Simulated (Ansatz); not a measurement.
System: SbH₂, charge 0, doublet. SbH2 (SMILES [SbH2], doublet).
B3LYP-D3(BJ)/def2-TZVP minimum from Ansatz (a quantum-chemistry and plane-wave program):
```xyz
3

Sb    -0.0160    -0.0195     0.0381
H     -0.5332     1.2693    -0.9731
H      1.3506    -0.2759    -0.9706
```
Charge 0, spin multiplicity 2.

Property: atomisation energy (electronic, to ground-state atoms), in kJ/mol. Open shells are spin-unrestricted; no spin-orbit coupling. Cores are frozen in correlated methods (noble-gas shells, and filled d and f shells in the p block). Past Kr the def2 sets carry scalar-relativistic core potentials. CBS(X,Y): correlation extrapolated as X^-3, Hartree-Fock from the larger set. A bracket is a step between two methods taken in the basis named. For partners of very few electrons the exact lower level stands in for a higher one. Spin-orbit terms, left out, reach several kcal/mol for Br and I, and more for heavier atoms.

CCSD(T)/CBS(def2-TZVPP,def2-QZVPP) + [CCSDT(Q) - CCSD(T)]/def2-QZVPP + [CCSDTQ - CCSDT(Q)]/def2-SVP (Ansatz) gives 522.5 kJ/mol.

Problem. What does PBE/def2-TZVPD (Ansatz) give here, and how do the other levels compare?

Solution. PBE gives 525.4 kJ/mol, 2.9 kJ/mol above it. Differences of the others: r2SCAN/def2-TZVPD (Ansatz) 3.1; PBE0/def2-TZVPD (Ansatz) -7.9; wB97M-V/def2-TZVPD (Ansatz) 7.1; B2PLYP/def2-TZVPD (Ansatz) -4.7; CCSD(T)/CBS(def2-TZVPP,def2-QZVPP) (Ansatz) -0.8 kJ/mol.
